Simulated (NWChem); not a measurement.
System meant: CH5MgNO; SMILES C[O][Mg][NH2]

NWChem input:

```
start job
memory heap 200 mb stack 900 mb global 1100 mb
geometry units angstroms noautoz
  Mg    -0.498766    -0.607316     0.001179
  O     -0.412002     1.165049     0.000465
  C     -0.341119     2.533346    -0.000056
  H     -0.941234     2.986552     0.815624
  H      0.696983     2.902398     0.130546
  H     -0.714862     2.974101    -0.947115
  N     -0.590316    -2.491426     0.001937
  H     -0.634739    -3.094725    -0.813796
  H     -0.607383    -3.095178     0.818352
end
basis spherical
  * library def2-svp
end
dft
  odft
  mult 2
  xc xpbe96 cpbe96
  iterations 150
  mulliken
end
task dft energy
```

End of the output:

```
                                 NWChem DFT Module
                                 -----------------

 Summary of "ao basis" -> "ao basis" (spherical)
 ------------------------------------------------------------------------------
       Tag                 Description            Shells   Functions and Types
 ---------------- ------------------------------  ------  ---------------------
 Mg                         def2-svp                 8       18   4s3p1d
 O                          def2-svp                 6       14   3s2p1d
 C                          def2-svp                 6       14   3s2p1d
 H                          def2-svp                 3        5   2s1p
 N                          def2-svp                 6       14   3s2p1d

 Summary of "ao basis" -> "ao basis" (spherical)
 ------------------------------------------------------------------------------
       Tag                 Description            Shells   Functions and Types
 ---------------- ------------------------------  ------  ---------------------
 Mg                         def2-svp                 8       18   4s3p1d
 O                          def2-svp                 6       14   3s2p1d
 C                          def2-svp                 6       14   3s2p1d
 H                          def2-svp                 3        5   2s1p
 N                          def2-svp                 6       14   3s2p1d

  number of electrons :                   38
  multiplicity        :                    2
 ------------------------------------------------------------------------
  no. of electrons and multiplicity not compatible                  38
 ------------------------------------------------------------------------
 ------------------------------------------------------------------------
  current input line :
    24: task dft energy
 ------------------------------------------------------------------------
 ------------------------------------------------------------------------
 There is an error in the input file
 ------------------------------------------------------------------------
 For more information see the NWChem manual at https://nwchemgit.github.io

0: no. of electrons and multiplicity not compatible:Received an Error in Communication
```

Question: Can this run be used? If not, why, and what is the fix?

Answer: The program refused the input. Cause: the multiplicity doesn't fit the number of electrons (an even count wants an odd multiplicity, and the reverse). This input runs:
```
start job
memory heap 200 mb stack 900 mb global 1100 mb
geometry units angstroms noautoz
  Mg    -0.498766    -0.607316     0.001179
  O     -0.412002     1.165049     0.000465
  C     -0.341119     2.533346    -0.000056
  H     -0.941234     2.986552     0.815624
  H      0.696983     2.902398     0.130546
  H     -0.714862     2.974101    -0.947115
  N     -0.590316    -2.491426     0.001937
  H     -0.634739    -3.094725    -0.813796
  H     -0.607383    -3.095178     0.818352
end
basis spherical
  Mg library def2-svp
  O library def2-svp
  C library def2-svp
  H library def2-svp
  N library def2-svp
end
dft
  xc xpbe96 cpbe96
  iterations 150
  mulliken
end
task dft energy
```
It converges to -370.68185 Ha (PBE/def2-SVP).
